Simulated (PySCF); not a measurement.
## Removing an electron from SbH2(tBu)

Species: SbH2(tBu), C₄H₁₁Sb.
Cartesian coordinates in Å at the PBE0-D3(BJ)/def2-SVP level; atoms count from 1:
```
atom  x, y, z in Å
Sb1    0.9662    1.5657    1.2704
H2     2.3231    1.6275    0.2154
H3     0.1803    2.8167    0.3911
C4    -0.0234   -0.0568    0.1202
C5    -1.4599   -0.1556    0.6243
C6     0.7348   -1.3470    0.4172
C7    -0.0017    0.2430   -1.3729
H8    -1.9882   -0.9732    0.1002
H9    -1.5080   -0.3742    1.7031
H10   -2.0274    0.7703    0.4385
H11    0.7381   -1.5891    1.4921
H12    1.7811   -1.2985    0.0757
H13    0.2574   -2.1941   -0.1087
H14    1.0241    0.3493   -1.7569
H15   -0.5494    1.1666   -1.6144
H16   -0.4814   -0.5847   -1.9288
```

Level: B3LYP/def2-SVPD (PySCF). Frontier orbitals with their largest atomic shares (Löwdin; up to four atoms above 4 %):

```json
{"orbital": "HOMO−3", "ε (eV)": "-9.34", "main atoms": "C5 22 %, C4 21 %, C7 18 %, C6 9 %"}
{"orbital": "HOMO−2", "ε (eV)": "-8.94", "main atoms": "Sb1 41 %, H2 24 %, H3 24 %"}
{"orbital": "HOMO−1", "ε (eV)": "-7.81", "main atoms": "Sb1 37 %, C4 17 %, H3 12 %, H2 12 %"}
{"orbital": "HOMO", "ε (eV)": "-6.54", "main atoms": "?"}
{"orbital": "LUMO", "ε (eV)": "-0.57", "main atoms": "Sb1 48 %, C4 10 %, H2 8 %, H3 8 %"}
{"orbital": "LUMO+1", "ε (eV)": "-0.11", "main atoms": "Sb1 60 %, H3 13 %, H2 13 %"}
{"orbital": "LUMO+2", "ε (eV)": "0.14", "main atoms": "Sb1 45 %, H2 8 %, H3 8 %, C4 8 %"}
```

Problem. What vertical ionisation energy does ΔSCF give, and how far is −ε(HOMO) from it?

Solution. ΔSCF: 8.61 eV (831 kJ/mol; threshold wavelength 144 nm); ⟨S²⟩ of the doublet left behind is 0.756, against 0.75 for a pure doublet. −ε(HOMO) is 6.54 eV, 2.07 eV below it. In exact Kohn–Sham theory the two would be equal; B3LYP (global hybrid, 20 % exact exchange) falls short of its own ΔSCF value by 24 %.

Problem. On which atoms does the HOMO lie?

Solution. Sb1 (antimony bonded to C and 2 H) 56 %, C4 (carbon bonded to 3 C and Sb) 18 %, C7 (carbon bonded to C and 3 H) 7 %, H3 (hydrogen on antimony) 5 %, so more than half of it is on one atom. The HOMO−1 lies 1.27 eV lower.

Problem. What kinetic energy would electrons from this vertical process carry with Lyman-α light (10.199 eV)?

Solution. 10.20 − 8.61 = 1.59 eV.

Problem. How many of the 10 lowest singlet excitations (vertical TDDFT, same level) lie below the ionisation energy?

Solution. All 10; they run from 5.33 to 7.45 eV.

Problem. Shift the occupied levels rigidly so that −ε(HOMO) equals the ΔSCF value. What binding energies result?

Solution. The shift is +2.07 eV: HOMO 8.61, HOMO−1 9.88, HOMO−2 11.01, HOMO−3 11.41 eV. A rigid shift is only a rough guide to the deeper ionisations.

Problem. What total energies stand behind the ΔSCF value?

Solution. E(N) = -399.25577 Eh and E(N − 1) = -398.93941 Eh at the same geometry, 0.31636 Eh apart.

Geometry: PBE0-D3(BJ)/def2-SVP; no solvent, vibrations or thermal averaging. Atoms past krypton carry effective core potentials; spin–orbit coupling is left out.
